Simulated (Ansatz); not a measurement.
`C[CH2][Ge][NH2]` + H₂ → `C[CH2][GeH]` + NH₃ at 298.15 K and 1 bar (hydrogenolysis of a Ge–N bond).

Program: Ansatz. Geometries: PBE0-D4/def2-TZVP. ΔE: electronic, gas phase. CCSD(T)/CBS is the MP2 limit (def2-TZVPP, def2-QZVPP) plus CCSD(T) − MP2 in def2-TZVPP, frozen cores. This one scheme is used for every species. For Ge outer-core shells are correlated without core-valence functions, which leaves a few kJ/mol of doubt a bond. Scalar relativity is left out up to krypton. One conformer a species, not always the lowest.

```csv
species,CCSD(T)/CBS energy (Eh),H − E (kJ/mol),S (J/(mol·K))
`C[CH2][Ge][NH2]`,-2211.13801,257.3,340.3
H₂,-1.17544,35.1,130.4
`C[CH2][GeH]`,-2155.77935,200.4,305.8
NH₃,-56.50880,100.5,192.4
```

H − E and S are ideal-gas, rigid-rotor, harmonic terms from PBE0-D4/def2-TZVP, for one conformer and one mirror image of each species. The MP2-based limit puts H₂ 0.8 mEh under its directly extrapolated value; such offsets cancel only in part. 1 Eh = 2625.50 kJ/mol, R = 8.31446 J/(mol·K).

By hand: ΔE, ΔH, ΔS and ΔG.

ΔE = (-2155.77935) + (-56.50880) − (-2211.13801) − (-1.17544) = 0.02530 Eh = 66.4 kJ/mol. Δ(H − E) = 200.4 + 100.5 − 257.3 − 35.1 = 8.5, so ΔH = 74.9 kJ/mol. ΔS = 305.8 + 192.4 − 340.3 − 130.4 = 27.5 J/(mol·K). ΔG = 74.9 − 298.15 × (27.5)/1000 = 66.7 kJ/mol.

By hand: the equilibrium constant, and the temperature at which ΔG would vanish if ΔH and ΔS stayed fixed.

log₁₀ K = −ΔG/(RT ln 10) = -11.7. ΔG = 0 at ΔH/ΔS = 2724 K, far beyond where these terms or the molecules hold.

ΔH outweighs TΔS. A doubt of 5 kJ/mol in ΔE shifts log₁₀ K by 0.9 here. Other conformers and mirror images would add mixing entropy, several J/(mol·K) or more a flexible species. Modes under 60 cm⁻¹, often nearly free rotors, make the harmonic entropy too high. These are equilibria of isolated gas molecules and say nothing of rates. Largest T1 diagnostic: 0.013 (customary marks: 0.02 for closed shells, 0.045 for open ones).
